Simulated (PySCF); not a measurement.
# Converging LiCd in the basis (PBE0)

PySCF, UKS reference; doublet, unpaired electrons σ ↑; De to Li + Cd without counterpoise correction.

| basis | relativity | functions | Re (Å) | ωe (cm⁻¹) | De (eV) | μ (D) |
| --- | --- | --- | --- | --- | --- | --- |
| def2-SVP | scalar-relativistic core potentials | 40 | 3.088 | 146 | 0.17 | -0.48 |
| def2-SVPD | scalar-relativistic core potentials | 46 | 3.065 | 154 | 0.18 | -0.27 |
| def2-TZVP | scalar-relativistic core potentials | 54 | 3.054 | 154 | 0.17 | -0.41 |

(1) How does each smaller set differ from the one with most functions, def2-TZVP?

A positive dipole means Li(−)Cd(+). The bond is weak. Basis-set superposition, not corrected here, can be much of De in a small basis, most of all at correlated wavefunction levels. Functionals without a dispersion term scatter widely for such bonds, and LDA overbinds them. Spin–orbit coupling is left out. The state is the lowest determinant that a PBE0 search found; another state may lie lower at other levels.

## Answers

(1) def2-SVP: +3.4 pm, -5.2 % in ωe, +0.00 eV in De; def2-SVPD: +1.1 pm, +0.0 % in ωe, +0.01 eV in De. All at PBE0; the set with most functions is neither the basis-set limit nor always the best.
